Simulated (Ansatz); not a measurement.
A structure relaxed at PBE-D4/def2-SVP in Ansatz, charge 1, doublet:

Cartesian coordinates in Å:
```
Tl -1.550 2.067 -1.681
Tl 2.195 -0.201 -0.582
Tl -1.044 -0.809 1.262
Cl -0.865 -0.818 -1.470
Cl 1.282 -1.931 1.633
Cl -0.018 1.693 0.838
```

Problem. Give its formula and point group.

Solution. the cluster Tl3Cl3⁺ (the lowest doublet isomer of a short search). Point group Cs (tolerance 0.1 Å).

Problem. Summarise the bond lengths by kind (pairs closer than 1.2 times the sum of covalent radii, bridged metal pairs left out).

Solution. 4 × Cl–Tl 2.61 to 2.96 Å.

In the def2 sets Tl takes a core potential; there is no spin–orbit coupling. The structure comes from a short search, and lower isomers may exist.
